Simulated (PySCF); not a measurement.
Energy of P⁺ (phosphorus, charge +1) between two integer charges

The 3p alpha orbital of [Ne] 3s2 3p2 is emptied in steps (occupation f), with all orbitals relaxed, ending at [Ne] 3s2 3p1. Computed with PySCF 2.14 in aug-cc-pVTZ-DK, with scalar relativity by spin-free X2C-1e. The exact energy is a straight line in f; departures are measured from the line between the end points of the same method.

```
  f  UHF (eV)  LDA (eV)  PBE (eV)  PBE0 (eV)  r2SCAN (eV)  LC-wPBE (eV)  BHandHLYP (eV)  wB97X (eV)  TPSS (eV)  BLYP (eV)
  1     0.000     0.000     0.000      0.000        0.000         0.000           0.000       0.000      0.000      0.000
0.9     0.050    -0.442    -0.432     -0.314       -0.407        -0.061          -0.200      -0.091     -0.418     -0.437
0.7     0.115    -1.035    -1.008     -0.730       -0.945        -0.140          -0.466      -0.208     -0.975     -1.021
0.5     0.135    -1.235    -1.198     -0.865       -1.114        -0.161          -0.553      -0.242     -1.156     -1.215
0.3     0.111    -1.039    -1.003     -0.722       -0.921        -0.129          -0.462      -0.197     -0.965     -1.019
0.1     0.047    -0.445    -0.427     -0.306       -0.385        -0.052          -0.197      -0.082     -0.410     -0.434
  0     0.000     0.000     0.000      0.000        0.000         0.000           0.000       0.000      0.000      0.000
```

Q: For wB97X, how does the orbital energy at f = 1 compare with the removal energy?

A: −ε = 18.654 eV against a total-energy difference of 19.668 eV. By Janak's theorem ε = ∂E/∂f, so the gap between them reflects the curvature. Along the path −ε is 18.867 (f = 0.9), 19.294 (f = 0.7), 19.704 (f = 0.5), 20.073 (f = 0.3), 20.406 (f = 0.1) eV.

```csv
method,E(f=0) − E(f=1) (eV),−ε at f=1 (eV),−ε at f=0.5 (eV)
UHF,19.152,19.713,19.141
LDA,19.805,14.905,19.793
PBE,19.771,14.975,19.786
PBE0,19.807,16.321,19.830
r2SCAN,19.936,15.399,20.004
LC-wPBE,19.932,19.244,19.963
BHandHLYP,19.601,17.380,19.610
wB97X,19.668,18.654,19.704
TPSS,19.826,15.176,19.853
BLYP,19.538,14.690,19.544
```

Reference removal energy between the ground levels: 19.769 eV (semi-empirical (NIST evaluation); NIST Atomic Spectra Database, ionization energies). The calculation has no spin-orbit coupling. UHF lacks correlation.
